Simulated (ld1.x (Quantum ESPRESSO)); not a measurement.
Which change was made? (S, ultrasoft)

```
Element                 : sulfur
Generator               : ld1.x (Quantum ESPRESSO) 7.5
Type                    : ultrasoft
Functional              : LDA (PZ)
Relativity              : scalar-relativistic
Frozen core             : [Ne]
Valence charge          : 6
Reference configuration : 3s1.75 3p4.25
Partial waves           : 3s (bound): rcut 1.25, rcutus 1.60 bohr; 3s channel at -0.7 Ry: rcut 1.25, rcutus 1.60 bohr; 3p (bound): rcut 0.95, rcutus 1.20 bohr; 3p channel at 2.65 Ry: rcut 0.95, rcutus 1.20 bohr; 3d channel at 0.05 Ry: rcut 1.75, rcutus 1.85 bohr; 3d channel at 1.1 Ry: rcut 1.75, rcutus 1.85 bohr
Local potential         : all-electron potential smoothed inside 1.05 bohr (lloc = -1)
Core correction         : none
Augmentation charge     : PSQ, radius 1.05 bohr
```

Cutoffs, loose and tight: the cutoffs (Ry, on a coarse ladder) from which the occupation-weighted sum of valence levels, in a spherical-Bessel basis at the reference potential, stays within 10 and 1 mRy of its value at 400 Ry. They do not see the model core or the augmentation charge, which bear on the density cutoff. Test errors are all-electron minus pseudo excitation energies from the reference, over the configurations 3s2 3p4; 3s2 3p3; 3s2 3p2; 3s2 3p1; 3s0 3p6; 3s2 3p4.3; 3s1 3p5 (two spin-polarised tests are not counted in the largest error); variants that change the core or the reference have their own tests.

The base gives: outcome: generated; cutoff, loose: 30 Ry; cutoff, tight: 45 Ry; bound ghosts: none; largest test error (meV): +58.

Task: After one change the result is: outcome: generated; cutoff, loose: 30 Ry; cutoff, tight: 45 Ry; bound ghosts: none; largest test error (meV): +17. Which change was it?
A. core correction a·sin(br)/r model core inside 1.06 bohr
B. core correction a·sin(br)/r model core inside 0.94 bohr
C. core correction a·sin(br)/r model core inside 0.56 bohr

Result: A. The others give: core correction a·sin(br)/r model core inside 0.94 bohr → outcome: generated; cutoff, loose: 30 Ry; cutoff, tight: 45 Ry; bound ghosts: none; largest test error (meV): +8.9 | core correction a·sin(br)/r model core inside 0.56 bohr → outcome: generated; cutoff, loose: 30 Ry; cutoff, tight: 45 Ry; bound ghosts: none; largest test error (meV): -3.2.
